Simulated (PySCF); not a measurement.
Species: C3H11NSi.
Structure used (GFN2-xTB), in Å, numbered top down from 1:
```
atom  x, y, z in Å
C1    -1.5883    1.0937   -0.0560
C2    -0.4758    0.1065    0.2959
C3    -0.9172   -1.3320    0.0139
N4     0.7269    0.4522   -0.4281
Si5    2.3140    0.0721    0.0999
H6    -1.2568    2.1108    0.1374
H7    -1.8461    1.0084   -1.1104
H8    -2.4780    0.8949    0.5362
H9    -0.2398    0.1978    1.3616
H10   -1.8082   -1.5791    0.5854
H11   -0.1237   -2.0239    0.2852
H12   -1.1373   -1.4561   -1.0451
H13    0.5552    0.4718   -1.4231
H14    2.6489   -1.3623    0.1664
H15    2.4367    0.6295    1.4471
H16    3.1819    0.7247   -0.8777
```

Vertical excitations from PySCF (density fitting, frozen core in the response, grid level 2 and gas phase unless stated; continuum runs use non-equilibrium linear response for the excitations) on a GFN2-xTB geometry. Reference run:

```csv
settings,"S1, eV (f)","S2, eV (f)","S3, eV (f)","S4, eV (f)","S5, eV (f)","S6, eV (f)","T1, eV (Tamm–Dancoff)",mean α (au)
"PBE0/def2-SVPD, full TDDFT, 6 singlets",5.76 (0.011),6.66 (0.010),6.80 (0.006),6.90 (0.018),7.09 (0.006),7.40 (0.030),5.51,73.2
```

Q: What do these settings give: (1) PBE0/pcseg-1, IEF-PCM dimethylsulfoxide, fitting basis def2-qzvpp-jkfit, TDA, 12 singlets; (2) BHandHLYP/pcSseg-1, IEF-PCM dimethylsulfoxide, energy threshold 1e-11 Eh, full TDDFT, 1 singlet?

A: 
```
                                                                                       settings    S1, eV (f)    S2, eV (f)    S3, eV (f)    S4, eV (f)    S5, eV (f)    S6, eV (f)  T1, eV (Tamm–Dancoff)  mean α (au)
      PBE0/pcseg-1, IEF-PCM dimethylsulfoxide, fitting basis def2-qzvpp-jkfit, TDA, 12 singlets  5.96 (0.021)  7.00 (0.004)  7.45 (0.018)  7.71 (0.058)  7.89 (0.027)  8.09 (0.067)                   5.66         83.6
BHandHLYP/pcSseg-1, IEF-PCM dimethylsulfoxide, energy threshold 1e-11 Eh, full TDDFT, 1 singlet  6.59 (0.019)             –             –             –             –             –                      –         82.0
```

(1) S1 moves by +0.20 eV; basis, environment and response scheme change together, so the shift can't be laid on one. (2) S1 moves by +0.83 eV; functional, basis and environment change together, so the shift can't be laid on one. States are counted by energy in each run and needn't keep their character from row to row.

Q: Give the leading configurations of S1 (H = HOMO, L = LUMO) and the HOMO–LUMO gap of each run.

A: 
```csv
settings,S1 configurations (weight),S1 (eV),orbital gap (eV),S1 − gap (eV)
"PBE0/def2-SVPD, full TDDFT, 6 singlets",H→L 0.97,5.76,7.08,-1.32
"PBE0/pcseg-1, IEF-PCM dimethylsulfoxide, fitting basis def2-qzvpp-jkfit, TDA, 12 singlets",H→L 0.99,5.96,7.36,-1.40
"BHandHLYP/pcSseg-1, IEF-PCM dimethylsulfoxide, energy threshold 1e-11 Eh, full TDDFT, 1 singlet",H→L 0.95,6.59,9.59,-3.00
```

Geometry: GFN2-xTB, one conformer.
